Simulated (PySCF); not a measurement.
## LuSBr: from structure and modes to constants

Computed with PBE/[Lu def2-SVP with ECP28, S def2-SVP, Br def2-SVP], scalar-relativistic core potentials, density fitting, no spin–orbit coupling, PySCF.

The singlet minimum has Cs symmetry. Masses (u): Lu 174.94077, S 31.97207, Br 78.91834.

```xyz
3
charge 0 multiplicity 1, angstrom
Lu   -0.3690    0.0000   -0.5256
S    -2.3029    0.0000    0.6521
Br    1.7491    0.0000    0.8963
```

Harmonic wavenumbers (cm⁻¹): 81.8 (a', ×1), 226.0 (a', ×1), 455.4 (a', ×1).

Problem. Find the principal moments of inertia and the rotational constants. What kind of rotor is it?

Solution. About the centre of mass I = 90.42, 469.74, 560.16 u Å². With B = 16.8576/I this gives 0.1864, 0.03589, 0.03009 cm⁻¹. The molecule is an asymmetric top with κ = -0.93.

Problem. What is the harmonic zero-point energy?

Solution. Half the sum of all 3 wavenumbers, 763/2 = 382 cm⁻¹, which is 4.6 kJ/mol (1 cm⁻¹ = 0.0119627 kJ/mol).

Problem. Find the vibrational entropy and heat capacity at 298.15 K.

Solution. With u = 1.43878 ω/T, each mode gives S = R[u/(eᵘ−1) − ln(1−e⁻ᵘ)] and C = R u² eᵘ/(eᵘ−1)².
| ω (cm⁻¹) | u | S (J/(mol K)) | C (J/(mol K)) |
| --- | --- | --- | --- |
| 81.8 | 0.395 | 16.10 | 8.21 |
| 226.0 | 1.091 | 7.99 | 7.54 |
| 455.4 | 2.198 | 3.26 | 5.64 |
The sums over all modes are S = 27.4 and C = 21.4 J/(mol K); the softest mode gives 59 % of the entropy.

Problem. Give the standard entropy (298.15 K, 1 bar) by its translational, rotational, vibrational and spin parts, and Cp.

Solution. Sackur–Tetrode with M = 285.83 u gives 179.4; rotation with symmetry number 1 gives 119.1; vibration 27.4; spin R ln 1 = 0.0. The total is 325.9 J/(mol K), and Cp = 4 R + 21.4 = 54.6 J/(mol K).

Stability towards spin polarisation was not tested. This need not be the most stable arrangement of these atoms.
